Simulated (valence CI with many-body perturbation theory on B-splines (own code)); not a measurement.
Te²⁰⁺: fill in the table

Computed by relativistic CI+MBPT: four valence electrons over a frozen Dirac-Fock core [Ar] 3d10, radial functions for each j: 11 s, 11 p, 9 d, 7 f, 5 g, 2 h, 1 i, with the one-electron correlation potential Σ1, the two-electron term Σ2, the three-electron term Σ3, Breit, model QED; selected CI, second order for the rest (own B-spline code, finite nucleus).

No measured spectrum was set against this ion. As an estimate, levels hold to about 250 cm⁻¹ or 0.2 % of their energy and the worst to 1 %, as in measured heavy ions of charge 2 to 7; those with d or f electrons hold less well.

| Level | E (cm⁻¹) |
| --- | --- |
| (4s^2 4p1/2^2) J=0 | 0 |
| (4s^2 4p1/2 4p3/2) J=1 | ? |
| (4s^2 4p1/2 4p3/2) J=2 | ? |
| (4s^2 4p3/2^2) J=2 | 209480 |
| (4s^2 4p3/2^2) J=0 | 254000 |
| (4s 4p1/2^2 4p3/2) J=2 | 443940 |
| (4s 4p1/2^2 4p3/2) J=1 | 512810 |
| (4s 4p1/2 4p3/2^2) J=2 [a] | ? |
| (4s 4p1/2 4p3/2^2) J=3 | 569810 |
| (4s 4p1/2 4p3/2^2) J=0 | 608550 |
| (4s 4p1/2 4p3/2^2) J=1 [a] | 621120 |
| (4s 4p1/2 4p3/2^2) J=2 [b] | 627230 |
| (4s 4p1/2 4p3/2^2) J=1 [b] | 670290 |
| (4s 4p3/2^3) J=2 | 704580 |
| (4s^2 4p1/2 4d3/2) J=2 | ? |
| (4s^2 4p1/2 4d5/2) J=3 | ? |
| (4s 4p3/2^3) J=1 | ? |
| (4s^2 4p1/2 4d5/2) J=2 | 799330 |
| (4s^2 4p1/2 4d3/2) J=1 | 807340 |
| (4s^2 4p3/2 4d5/2) J=4 | 854170 |

Levels are named by their leading jj configuration (3d3/2^4 stands for four electrons in 3d with j = 3/2), which in mixed levels can hold well under half, so a name can repeat and another be missing. Letters in brackets count levels of one name in rising energy.

Question: The levels stand in rising order. What does the calculation give for the missing energies?

Answer: (4s^2 4p1/2 4p3/2) J=1 88532; (4s^2 4p1/2 4p3/2) J=2 106740; (4s 4p1/2 4p3/2^2) J=2 [a] 540850; (4s^2 4p1/2 4d3/2) J=2 738420; (4s^2 4p1/2 4d5/2) J=3 776330; (4s 4p3/2^3) J=1 782850.
